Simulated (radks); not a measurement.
Results of a calculation; reference values are marked as such.
Task: The mean radii <r> (bohr) of the occupied orbitals of an atom or ion are listed with their occupations. Code: a radial shooting solver on a logarithmic mesh with Libxc functionals. Model: Dirac Kohn-Sham, PBEsol, spin-unpolarised, spherical densities, point nucleus.

orbital     occ.      <r>
1s1/2          2  0.02074
2s1/2          2  0.08755
2p1/2          2  0.07292
2p3/2          4  0.08008
3s1/2          2   0.2295
3p1/2          2   0.2192
3p3/2          4   0.2327
3d3/2          4   0.2054
3d5/2          6   0.2096
4s1/2          2   0.5184
4p1/2          2   0.5280
4p3/2          4   0.5589
4d3/2          4   0.5885
4d5/2          6   0.5994
5s1/2          2    1.252
5p1/2          2    1.391
5p3/2          4    1.483
4f5/2    4.28571   0.7790
4f7/2    5.71429   0.7912

Name the element and its charge. Open shells, if any, are shared by 2j + 1.

Result: Z = 67, holmium, charge +3: Ho3+ in [Xe] 4f10. The 1s radius gives Z: for a bare nucleus <r> = (2 gamma + 1)/(2Z) with gamma = sqrt(1 - (Z/c)^2), 0.02048 bohr for Z = 67, and screening makes it slightly larger (0.02074 here). The occupations add up to 64, and the charge is Z minus that.
